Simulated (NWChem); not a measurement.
System: CH$_{7}$NSi$_{2}$; SMILES C1[SiH2]N[SiH2]1

NWChem input:

```
start job
memory heap 200 mb stack 900 mb global 1100 mb
geometry units angstroms noautosym nocenter noautoz
  C      0.000000     0.000000     1.333121
  Si     1.309912     0.000000    -0.054191
  N      0.000000     0.000000    -1.234365
  Si    -1.309912     0.000000    -0.054191
  H      0.000000     0.901333     1.976605
  H      0.000000    -0.901333     1.976605
  H      2.205340    -1.215146    -0.094928
  H      2.205340     1.215146    -0.094928
  H      0.000000     0.000000    -2.254753
  H     -2.205340     1.215146    -0.094928
  H     -2.205340    -1.215146    -0.094928
end
basis spherical
  * library def2-svp
end
dft
  xc b3lyp
  iterations 150
end
cosmo
  do_cosmo_smd true
  solvent thf
end
task dft energy
```

Excerpt of the output:

```
             Northwest Computational Chemistry Package (NWChem) 7.3.0
             --------------------------------------------------------

                             Geometry "geometry" -> ""
                             -------------------------

 Output coordinates in angstroms (scale by  1.889725989 to convert to a.u.)

  No.       Tag          Charge          X              Y              Z
 ---- ---------------- ---------- -------------- -------------- --------------
    1 C                    6.0000     0.00000000     0.00000000     1.33312100
    2 Si                  14.0000     1.30991200     0.00000000    -0.05419100
    3 N                    7.0000     0.00000000     0.00000000    -1.23436500
    4 Si                  14.0000    -1.30991200     0.00000000    -0.05419100
    5 H                    1.0000     0.00000000     0.90133300     1.97660500
    6 H                    1.0000     0.00000000    -0.90133300     1.97660500
    7 H                    1.0000     2.20534000    -1.21514600    -0.09492800
    8 H                    1.0000     2.20534000     1.21514600    -0.09492800
    9 H                    1.0000     0.00000000     0.00000000    -2.25475300
   10 H                    1.0000    -2.20534000     1.21514600    -0.09492800
   11 H                    1.0000    -2.20534000    -1.21514600    -0.09492800

 Effective nuclear repulsion energy (a.u.)     224.0840776228

                                 NWChem DFT Module
                                 -----------------

 Summary of "ao basis" -> "ao basis" (spherical)
 ------------------------------------------------------------------------------
       Tag                 Description            Shells   Functions and Types
 ---------------- ------------------------------  ------  ---------------------
 C                          def2-svp                 6       14   3s2p1d
 Si                         def2-svp                 8       18   4s3p1d
 N                          def2-svp                 6       14   3s2p1d
 H                          def2-svp                 3        5   2s1p

 in cosmo_initialize ...
 calling solv_data for solv:thf

 solvent parameters
 solvname_short: thf
 solvname_long:  tetrahydrofuran
 dielec:        7.4257
 dielecinf:     1.9740
 nonaqueous SMD model solvent descriptors
 dielec:        7.4257
 sola:          0.0000
 solb:          0.4800
 solc:          0.0000
 solg:         39.4400
 solh:          0.0000
 soln:          1.4050

          ---------------
          -cosmo- solvent
          ---------------
 Cosmo: York-Karplus, doi: 10.1021/jp992097l
 dielectric constant -eps-     =   7.43
 screen = (eps-1)/(eps    )    =   0.86533
 surface charge correction     = lagrangian

   van der Waals surface
 --------------------------

 ---------- ATOMIC COORDINATES (A.U.) ------------ VDWR(ANG.) --
     1    0.00000000    0.00000000    2.51923340     1.850
     2    2.47537475    0.00000000   -0.10240614     2.470
     3    0.00000000    0.00000000   -2.33261162     1.890
     4   -2.47537475    0.00000000   -0.10240614     2.470
     5    0.00000000    1.70327239    3.73524184     1.200
     6    0.00000000   -1.70327239    3.73524184     1.200
     7    4.16748831   -2.29629298   -0.17938791     1.200
     8    4.16748831    2.29629298   -0.17938791     1.200
     9    0.00000000    0.00000000   -4.26086534     1.200
    10   -4.16748831    2.29629298   -0.17938791     1.200
    11   -4.16748831   -2.29629298   -0.17938791     1.200
 number of segments per atom =        128
 number of   points per atom =        128
 atom (   nspa,  nppa )
 ----------------------
    1 (     28,     0 )       0
    2 (     78,     0 )       0
    3 (     36,     0 )       0
    4 (     78,     0 )       0
    5 (     54,     0 )       0
    6 (     54,     0 )       0
    7 (     34,     0 )       0
    8 (     34,     0 )       0
    9 (     40,     0 )       0
   10 (     34,     0 )       0
   11 (     34,     0 )       0
 number of -cosmo- surface points =      504
 molecular surface =    129.111 angstrom**2
 molecular volume  =    122.213 angstrom**3
 -lineq- algorithm             =   0
 -bem- low  level              =   3
 -bem- from -octahedral-
 gaussian surface charge width =   4.50000
 degree of switching           =   1.00000
 switching function tolerance  =   0.00010
 atomic radii =
 --------------
    1  6.000  1.850
    2 14.000  2.470
    3  7.000  1.890
    4 14.000  2.470
    5  1.000  1.200
    6  1.000  1.200
    7  1.000  1.200
    8  1.000  1.200
    9  1.000  1.200
   10  1.000  1.200
   11  1.000  1.200
 ...... end of -cosmo- initialization ......

 nat:                    11
 ixmem:                  6636
 calling mnsol_interface()
 G(SMD-CDS) energy (kcal/mol)  =     0.391
 SMD-CDS SASA (angstrom**2)    =   152.916

            General Information
            -------------------
          SCF calculation type: DFT
          Wavefunction type:  closed shell.
          No. of atoms     :    11
          No. of electrons :    48
           Alpha electrons :    24
            Beta electrons :    24
          Charge           :     0
          Spin multiplicity:     1
          Use of symmetry is: off; symmetry adaption is: off
          Maximum number of iterations: 150
          AO basis - number of functions:    99
                     number of shells:    49
          Convergence on energy requested:  1.00D-06
          Convergence on density requested:  1.00D-05
          Convergence on gradient requested:  5.00D-04

              XC Information
              --------------
                         B3LYP Method XC Potential
                     Hartree-Fock (Exact) Exchange  0.200
                        Slater Exchange Functional  0.800 local
                    Becke 1988 Exchange Functional  0.720 non-local
              Lee-Yang-Parr Correlation Functional  0.810
                  VWN I RPA Correlation Functional  0.190 local

             Grid Information
             ----------------
          Grid used for XC integration:  medium
          Radial quadrature: Mura-Knowles
          Angular quadrature: Lebedev.
          Tag              B.-S. Rad. Rad. Pts. Rad. Cut. Ang. Pts.
          ---              ---------- --------- --------- ---------
          C                   0.70       49          10.0       434
          Si                  1.10       88          10.0       590
          N                   0.65       49          10.0       434
          H                   0.35       45          12.0       434
          Grid pruning is: on
          Number of quadrature shells:   589
          Spatial weights used:  Erf1

      Superposition of Atomic Density Guess
      -------------------------------------

 Sum of atomic energies:        -672.84103385

      Non-variational initial energy
      ------------------------------

 Total energy =    -674.910606
 1-e energy   =   -1374.268765
 2-e energy   =     475.274081
 HOMO         =      -0.316674
 LUMO         =       0.023525

   convergence    iter        energy       DeltaE   RMS-Dens  Diis-err
 ---------------- ----- ----------------- --------- --------- ---------
     COSMO gas phase
 d= 0,ls=0.0,diis     1   -675.8270345023 -9.00D+02  1.02D-02  4.19D-01
 d= 0,ls=0.0,diis     2   -675.8146355404  1.24D-02  6.41D-03  5.38D-01
 d= 0,ls=0.0,diis     3   -675.8731601736 -5.85D-02  1.71D-03  4.91D-02
 d= 0,ls=0.0,diis     4   -675.8784495454 -5.29D-03  4.39D-04  2.43D-03
 d= 0,ls=0.0,diis     5   -675.8787770104 -3.27D-04  1.16D-04  1.52D-04
  Resetting Diis
 d= 0,ls=0.0,diis     6   -675.8787969734 -2.00D-05  3.47D-05  9.14D-06
 d= 0,ls=0.0,diis     7   -675.8787983479 -1.37D-06  7.82D-06  2.51D-07
 d= 0,ls=0.0,diis     8   -675.8787983559 -8.05D-09  4.37D-06  1.90D-07

   convergence    iter        energy       DeltaE   RMS-Dens  Diis-err
 ---------------- ----- ----------------- --------- --------- ---------
     COSMO solvation phase
 d= 0,ls=0.0,diis     1   -675.8807997199 -2.00D-03  6.09D-04  6.05D-04
 d= 0,ls=0.0,diis     2   -675.8810030208 -2.03D-04  1.06D-04  5.39D-05
 d= 0,ls=0.0,diis     3   -675.8810095143 -6.49D-06  4.77D-05  1.85D-05
 d= 0,ls=0.0,diis     4   -675.8810118008 -2.29D-06  1.54D-05  2.65D-06
 d= 0,ls=0.0,diis     5   -675.8810121506 -3.50D-07  4.43D-06  2.32D-07

         Total DFT energy =     -675.881012150560
      One electron energy =    -1378.067820927991
           Coulomb energy =      534.928046882599
    Exchange-Corr. energy =      -56.852399123987
 Nuclear repulsion energy =      224.084077622834

             COSMO energy =        0.027083395984

 Numeric. integr. density =       48.000009617656

                                COSMO-SMD solvation results
                                ---------------------------

             internal energy in gas <Psi(g)|H|Psi(g)> =      -675.878798355949
         internal energy in solvent <Psi(s)|H|Psi(s)> =      -675.878558479071
                               delta internal energy  =         0.000239876879 (    0.15 kcal/mol)
   total free energy in solvent <Psi(s)|H+V/2|Psi(s)> =      -675.881635339660
 polarization energy contribution <Psi(s)|V/2|Psi(s)> =        -0.003076860590 (   -1.93 kcal/mol)
    total free energy in solvent including G(SMD-CDS) =      -675.881012150560
                       G(SMD-CDS) energy contribution =         0.000623189100 (    0.39 kcal/mol)
     1 M fixed-concentration free energy of solvation =        -0.002213794611 (   -1.39 kcal/mol)

                       DFT Final Molecular Orbital Analysis
                       ------------------------------------

 Vector   22  Occ=2.000000D+00  E=-3.398953D-01
              MO Center= -5.6D-08,  3.1D-08, -8.2D-02, r^2= 5.9D+00
   Bfn.  Coefficient  Atom+Function         Bfn.  Coefficient  Atom+Function
  ----- ------------  ---------------      ----- ------------  ---------------
    75      0.234106   7 H  s                80     -0.234106   8 H  s
    90      0.234106  10 H  s                95     -0.234106  11 H  s
    23     -0.206599   2 Si py               55      0.206599   4 Si py
    26     -0.166833   2 Si py               58      0.166833   4 Si py
    76      0.128711   7 H  s                81     -0.128711   8 H  s

 Vector   23  Occ=2.000000D+00  E=-2.869613D-01
              MO Center=  5.1D-09,  1.7D-09,  6.8D-01, r^2= 3.4D+00
   Bfn.  Coefficient  Atom+Function         Bfn.  Coefficient  Atom+Function
  ----- ------------  ---------------      ----- ------------  ---------------
     4      0.417439   1 C  px                7      0.264555   1 C  px
    22     -0.163463   2 Si px               54     -0.163463   4 Si px
    25     -0.144415   2 Si px               57     -0.144415   4 Si px
    24      0.126911   2 Si pz               56     -0.126911   4 Si pz
    75     -0.125005   7 H  s                80     -0.125005   8 H  s

 Vector   24  Occ=2.000000D+00  E=-2.554346D-01
              MO Center=  5.1D-09,  8.9D-10, -8.4D-01, r^2= 3.0D+00
   Bfn.  Coefficient  Atom+Function         Bfn.  Coefficient  Atom+Function
  ----- ------------  ---------------      ----- ------------  ---------------
    37      0.492747   3 N  py               40     -0.406446   3 N  py
    76     -0.182051   7 H  s                81      0.182051   8 H  s
    91      0.182051  10 H  s                96     -0.182051  11 H  s
    75     -0.149449   7 H  s                80      0.149449   8 H  s
    90      0.149449  10 H  s                95     -0.149449  11 H  s

 Vector   25  Occ=0.000000D+00  E=-1.105616D-03
              MO Center=  6.4D-09, -1.0D-09, -1.4D-01, r^2= 5.9D+00
   Bfn.  Coefficient  Atom+Function         Bfn.  Coefficient  Atom+Function
  ----- ------------  ---------------      ----- ------------  ---------------
     3      0.951075   1 C  s                27     -0.798812   2 Si pz
    59     -0.798812   4 Si pz               35     -0.780438   3 N  s
    24     -0.202266   2 Si pz               56     -0.202266   4 Si pz
     9     -0.197981   1 C  pz               86      0.172859   9 H  s
    34     -0.143471   3 N  s                18     -0.132939   2 Si s

 Vector   26  Occ=0.000000D+00  E= 4.340328D-02
              MO Center=  4.9D-08,  1.3D-08,  2.9D-01, r^2= 6.4D+00
   Bfn.  Coefficient  Atom+Function         Bfn.  Coefficient  Atom+Function
  ----- ------------  ---------------      ----- ------------  ---------------
     3      1.799418   1 C  s                25      0.929495   2 Si px
    57     -0.929495   4 Si px               35      0.775563   3 N  s
    66     -0.604429   5 H  s                71     -0.604429   6 H  s
    76     -0.507869   7 H  s                81     -0.507869   8 H  s
    91     -0.507869  10 H  s                96     -0.507869  11 H  s

 Vector   27  Occ=0.000000D+00  E= 7.040174D-02
              MO Center=  3.8D-08, -1.1D-08,  5.8D-01, r^2= 5.0D+00
   Bfn.  Coefficient  Atom+Function         Bfn.  Coefficient  Atom+Function
  ----- ------------  ---------------      ----- ------------  ---------------
    66      0.774188   5 H  s                71     -0.774188   6 H  s
    26     -0.697519   2 Si py               58     -0.697519   4 Si py
    76     -0.535973   7 H  s                81      0.535973   8 H  s
    91      0.535973  10 H  s                96     -0.535973  11 H  s
     8     -0.475795   1 C  py               40      0.359389   3 N  py

     Multipole analysis of the density
     ---------------------------------

     L   x y z        total         alpha         beta         nuclear
     -   - - -        -----         -----         ----         -------
     0   0 0 0     -0.000000    -24.000000    -24.000000     48.000000

     1   1 0 0     -0.000000     -0.000000     -0.000000      0.000000
     1   0 1 0      0.000000      0.000000      0.000000      0.000000
     1   0 0 1     -0.174905      0.706640      0.706640     -1.588186

     2   2 0 0    -32.735466   -136.888373   -136.888373    241.041279
     2   1 1 0      0.000000      0.000000      0.000000      0.000000
     2   1 0 1     -0.000000     -0.000000     -0.000000      0.000000
     2   0 2 0    -32.112142    -29.503131    -29.503131     26.894119
     2   0 1 1     -0.000000     -0.000000     -0.000000      0.000000
     2   0 0 2    -26.988383    -74.818268    -74.818268    122.648154
```

Level: B3LYP/def2-SVP, SMD on the gas-phase geometry. The geometry was optimised at PBE-D3(BJ)/def2-SVP. Solvent: tetrahydrofuran.
